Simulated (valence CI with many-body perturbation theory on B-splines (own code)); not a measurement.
**Run record, Pr²⁸⁺**

Calculated by configuration interaction combined with many-body perturbation theory (CI+MBPT): three valence electrons over a frozen Dirac-Fock core [Ar] 3d10, radial functions for each j: 6 s, 6 p, 5 d, 3 f, 1 g, with the one-electron correlation potential Σ1 (screened to all orders), the two-electron term Σ2, the three-electron term Σ3, Breit, model QED; selected single and double excitations, second order for the rest, scaled by the run's own slope (own B-spline code, finite nucleus).

Command, and the settings that its task file holds:

```sh
python run_cv.py task.json out
```

```
atom Pr  Z=59  mass_number=141  rms_radius_fm=4.8919
core [Ar] 3d10
valence 4s2 4p1
avg = 1
basis = S
breit = 1
cap = 20000
capref = 1200
cscale = 1
de = 0.0
dress = 0
eps = 2e-08
extrap = 1
h = 0.27
hh = 1
l2 = 3
lcore = 6
maxit = 60
n2 = 5
natural = 1
nlev = 30
nno = [3, 3, 3, 2, 1]
nroot = 26
nsp = [3, 3, 2, 1, 0]
pt2 = 1
qed = 1
rpa = 1
s1 = 1
s2 = 1
s3 = 1
screen = 1
tol = 2e-05
whole = 1
```

It took 26 s on 1 thread of Arm Neoverse V1, on a shared host.

Log. The first blocks belong to the next ion, which gives the ionisation energy. Fields: 2J, parity (1 odd), roots, reference size, generating configurations, candidates as configurations/state functions, variational space P, stored matrix elements, Davidson steps; e2 is the range of second-order energies in hartree. The first line gives the box (bohr), its intervals, the orbitals and the steps of their self-consistent field. Window is the range of levels sought, series limit the energy at which the first omitted orbital would enter, core excitation an estimate of the first excitation out of the core, left out the lowest levels not solved, and shifts from estimates the range by which levels moved from their first estimate, all in cm⁻¹.

```
rmax 4.0 intervals 58 orbitals 36 references ['4s2 4p', '4s 4p2', '4s2 4d', '4p3', '4s 4p 4d'] scf 3 t 0.9
2J=0 par=0 roots 2 ref 15 generators 4 cand 90/90 P 105/105 nnz 0 it 0
2J=0 par=0 roots 2 ref 15 generators 7 cand 2/2 P 107/107 nnz 0 it 0
   second order: generators 8 cand 0/0 e2 -0.00000 -0.00000
reference levels 499, estimated 76, window 1821225 1/cm; series limit 4374079, core excitation 6696879
2J=1 par=1 roots 6 ref 33 generators 13 cand 100/152 P 1040/1527 nnz 0 it 4
2J=1 par=1 roots 6 ref 33 generators 17 cand 221/340 P 1261/1867 nnz 0 it 5
   second order: generators 25 cand 480/726 e2 -0.00000 -0.00000
2J=3 par=1 roots 10 ref 53 generators 19 cand 115/258 P 1196/2431 nnz 0 it 5
2J=3 par=1 roots 10 ref 53 generators 22 cand 198/444 P 1394/2875 nnz 1.3e+06 it 6
   second order: generators 33 cand 748/1648 e2 -0.00001 -0.00000
2J=1 par=0 roots 4 ref 45 generators 11 cand 32/45 P 984/1449 nnz 0 it 3
2J=1 par=0 roots 4 ref 45 generators 16 cand 74/105 P 1058/1554 nnz 0 it 3
   second order: generators 19 cand 471/736 e2 -0.00000 -0.00000
2J=3 par=0 roots 5 ref 70 generators 12 cand 29/59 P 1294/2599 nnz 1e+06 it 3
2J=3 par=0 roots 5 ref 70 generators 17 cand 25/60 P 1319/2659 nnz 1.1e+06 it 4
   second order: generators 22 cand 692/1629 e2 -0.00001 -0.00000
2J=5 par=0 roots 4 ref 72 generators 10 cand 56/168 P 1276/2732 nnz 1.1e+06 it 4
2J=5 par=0 roots 4 ref 72 generators 16 cand 44/128 P 1320/2860 nnz 1.2e+06 it 3
   second order: generators 23 cand 731/2014 e2 -0.00001 -0.00000
2J=5 par=1 roots 8 ref 49 generators 14 cand 116/313 P 1277/2841 nnz 1.2e+06 it 4
2J=5 par=1 roots 8 ref 49 generators 21 cand 174/510 P 1451/3351 nnz 1.7e+06 it 4
   second order: generators 30 cand 590/1499 e2 -0.00001 -0.00000
2J=7 par=1 roots 5 ref 36 generators 10 cand 162/398 P 1120/2451 nnz 0 it 3
2J=7 par=1 roots 5 ref 36 generators 20 cand 189/508 P 1309/2959 nnz 1.4e+06 it 4
   second order: generators 25 cand 782/2196 e2 -0.00001 -0.00000
2J=9 par=1 roots 1 ref 19 generators 1 cand 170/332 P 482/916 nnz 0 it 0
2J=9 par=1 roots 1 ref 19 generators 3 cand 172/370 P 654/1286 nnz 0 it 0
   second order: generators 7 cand 509/1249 e2 -0.00000 -0.00000
left out: unestimated 2638208, estimated 1959599, shifts from estimates -1 to 1
operators 2.3
```

The Davidson iterations converged.

The last digits are not significant, and no measured levels were compared; by estimate large intervals hold to a few tenths of a per cent, small ones and those within an open d or f shell to about a per cent.

```yaml
Valence_energy: -122.2601 hartree
Ionisation_energy: "1029.2 eV (NIST: 1028 ± 4 eV (theoretical))"
Reference_configurations_for_the_orbitals: 4s2 4p, 4s 4p2, 4s2 4d, 4p3, 4s 4p 4d
Radial_orbitals: 36
Box_radius: 3.952 bohr
Largest_variational_space: 3351
Lowest_levels: (4s^2 4p1/2) J=1/2 0, (4s^2 4p3/2) J=3/2 230780, (4s 4p1/2^2) J=1/2 488860, (4s 4p1/2 4p3/2) J=3/2 [a] 657800, (4s 4p1/2 4p3/2) J=5/2 701280, (4s 4p1/2 4p3/2) J=3/2 [b] 768530, (4s 4p1/2 4p3/2) J=1/2 796240, (4s 4p3/2^2) J=5/2 914990, (4s 4p3/2^2) J=1/2 1027500, (4s 4p3/2^2) J=3/2 1029500, (4s^2 4d3/2) J=3/2 1119500, (4s^2 4d5/2) J=5/2 1158400, (4p1/2^2 4p3/2) J=3/2 1276400, (4p1/2 4p3/2^2) J=3/2 1460200 cm⁻¹
```

Levels are named by their leading jj configuration (3d3/2^4 stands for four electrons in 3d with j = 3/2), which in mixed levels can hold well under half, so a name can repeat and another be missing. Letters in brackets count levels of one name in rising energy.
